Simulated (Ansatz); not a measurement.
GeH₂Br₂, SMILES [Br][GeH2][Br].

The structure is a stationary point at B3LYP-D3(BJ)/def2-SVP.

Two levels are set side by side: PBE/def2-SVPD (Ansatz, a program for electronic structure) and CAM-B3LYP/def2-SVPD (Ansatz). Energy differences of separate SCF runs at the same geometry. Differences are taken from unrounded values.

```tsv
quantity	CAM-B3LYP	PBE	PBE minus CAM-B3LYP
vertical singlet–triplet gap (eV)	5.47	4.74	-0.74
```
